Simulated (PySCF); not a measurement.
Tb⁴⁶⁺ (terbium, charge +46) across methods

[Ar] 3d1, 2D determinant. Calculation: PySCF 2.14, in an uncontracted even-tempered set (18 s from 9.6 bohr⁻², ratio 2.5; 12 p from 12 bohr⁻², ratio 2.5; 7 d from 12 bohr⁻², ratio 2.5; 4 f from 44 bohr⁻², ratio 2.7; 3 g from 65 bohr⁻², ratio 2.7); the spin-free X2C one-electron Hamiltonian (Gaussian nucleus).

```json
{"method": "PBE0", "E (hartree)": "-9822.08", "mean ε 3p α (eV)": "-4056.5", "mean ε 3p β (eV)": "-4049.7", "mean ε 3d α (eV)": "-3749.0", "Σ⟨r²⟩ (bohr²)": "0.5544", "⟨S²⟩": "0.750"}
{"method": "LDA", "E (hartree)": "-9813.42", "mean ε 3p α (eV)": "-4040.2", "mean ε 3p β (eV)": "-4034.7", "mean ε 3d α (eV)": "-3731.6", "Σ⟨r²⟩ (bohr²)": "0.5546", "⟨S²⟩": "0.750"}
{"method": "M06-2X", "E (hartree)": "-9823.14", "mean ε 3p α (eV)": "-4071.1", "mean ε 3p β (eV)": "-4063.1", "mean ε 3d α (eV)": "-3764.3", "Σ⟨r²⟩ (bohr²)": "0.5542", "⟨S²⟩": "0.750"}
{"method": "UHF", "E (hartree)": "-9820.84436", "mean ε 3p α (eV)": "-4098.6", "mean ε 3p β (eV)": "-4087.2", "mean ε 3d α (eV)": "-3792.1", "Σ⟨r²⟩ (bohr²)": "0.5546", "⟨S²⟩": "0.750"}
{"method": "r2SCAN", "E (hartree)": "-9822.42", "mean ε 3p α (eV)": "-4047.5", "mean ε 3p β (eV)": "-4041.3", "mean ε 3d α (eV)": "-3739.2", "Σ⟨r²⟩ (bohr²)": "0.5544", "⟨S²⟩": "0.750"}
{"method": "r2SCANh", "E (hartree)": "-9822.35", "mean ε 3p α (eV)": "-4052.8", "mean ε 3p β (eV)": "-4046.1", "mean ε 3d α (eV)": "-3744.6", "Σ⟨r²⟩ (bohr²)": "0.5544", "⟨S²⟩": "0.750"}
{"method": "PBE", "E (hartree)": "-9822.18", "mean ε 3p α (eV)": "-4041.8", "mean ε 3p β (eV)": "-4036.5", "mean ε 3d α (eV)": "-3734.2", "Σ⟨r²⟩ (bohr²)": "0.5543", "⟨S²⟩": "0.750"}
```

Spin-orbit coupling, absent here, splits the open shell strongly.
